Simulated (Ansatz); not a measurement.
One change: `F[CH2][InH2]` becomes `[AlH2][CH2][InH2]`.

Ansatz, PBE0-D4/def2-TZVP geometries, multiplicity 1. 

Elements past krypton have def2 core potentials.

```
                                      property  `F[CH2][InH2]`
       HOMO–LUMO gap (ωB97M-V/def2-TZVPP) / eV            9.22
          HOMO–LUMO gap (PBE0/def2-TZVPP) / eV            5.56
         LUMO energy (ωB97M-V/def2-TZVPP) / eV           -0.34
zero-point energy (PBE0-D4/def2-TZVP) / kJ/mol           105.3
            HOMO energy (PBE0/def2-TZVPP) / eV           -7.35
         HOMO–LUMO gap (B3LYP/def2-TZVPP) / eV            5.07
```

Task: Give the same properties after the change, and the shifts. (Estimate.)

Result: Ansatz gave: 
```
                                      property  `[AlH2][CH2][InH2]`  shift
       HOMO–LUMO gap (ωB97M-V/def2-TZVPP) / eV                 9.12  -0.10
          HOMO–LUMO gap (PBE0/def2-TZVPP) / eV                 5.53  -0.03
         LUMO energy (ωB97M-V/def2-TZVPP) / eV                -0.48  -0.14
zero-point energy (PBE0-D4/def2-TZVP) / kJ/mol                131.9   26.6
            HOMO energy (PBE0/def2-TZVPP) / eV                -7.49  -0.14
         HOMO–LUMO gap (B3LYP/def2-TZVPP) / eV                 5.06  -0.01
```

The zero-point energy changes by 26.6 kJ/mol with +6 modes.

B3LYP here is the variant with VWN-RPA as its local correlation; programs differ in this.
